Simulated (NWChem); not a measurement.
Molecule: C2H5ClSi; SMILES [SiH3]C(Cl)=C

Program: NWChem. Geometry: optimised at PBE0/def2-SVP. Level: PBE0/def2-SVP with SMD (1 M gas to 1 M solution), gas-phase geometry. Reactions with the solvent are ignored.

For solvent water:

| Quantity | Value |
|---|---|
| solvation free energy (kcal/mol) | 2.0 |
| cavity-dispersion-structure term (kcal/mol) | 3.9 |
| dipole in solution (D) | 1.91 |

Q: What are these values for solvent n-hexane?

A: 
| Quantity | Value |
|---|---|
| solvation free energy (kcal/mol) | -1.9 |
| cavity-dispersion-structure term (kcal/mol) | -1.1 |
| dipole in solution (D) | 1.56 |
